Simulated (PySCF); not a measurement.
A made-up structure of B₂H₃OF, closed shell:

| atom | x (Å) | y (Å) | z (Å) |
| --- | --- | --- | --- |
| B1 | -0.7432 | 1.0119 | 0.4772 |
| O2 | 0.1284 | -2.0569 | -0.9742 |
| B3 | 0.7374 | -0.9899 | -0.4790 |
| F4 | -0.0018 | 0.0081 | -0.0001 |
| H5 | -1.0502 | 0.9961 | 1.6342 |
| H6 | -1.0674 | 1.8891 | -0.2702 |
| H7 | 1.9291 | -0.9406 | -0.4696 |

It is relaxed with PBE-D4/def2-SVP and then PBE0-D4/def2-TZVP (PySCF 2.14 with density fitting (its default auxiliary sets; JK sets also for MP2 and CCSD(T))). Atoms count as bonded within 1.22 times the sum of their covalent radii (H–H: 0.88 Å). The end point is not checked to be a true minimum.

(1) Does its bonding change? (A judgement: the text doesn't fix the answer.)

Results:

(1) By the calculation: Yes. Formed: none; broken: B3–F4.

Where it ends: The first stage lowers the energy by 3.09 eV in 68 steps. It ends as a complex of BH₂F ([BH2][F]) + BHO ([BH][O]):
```
7
angstrom
B -1.1081 0.7833 0.4483
O 0.2776 -0.7177 -0.2295
B 1.3088 -1.2750 -0.4802
F -0.2054 1.6868 0.8337
H -1.5780 0.0738 1.2921
H -1.6029 0.9206 -0.6344
H 2.3124 -1.8265 -0.7283
```

Labels in which every atom is bracketed show which atoms are joined, not bond orders.

For scale, one of the runs: PBE0-D4/def2-TZVP relaxation, 142 basis functions, launched by `OMP_NUM_THREADS=2 python run.py`. Hardware: 2 CPU threads of an Arm Neoverse V1, shared host. Wall time 2.6 min; peak host memory 1.4 GiB.
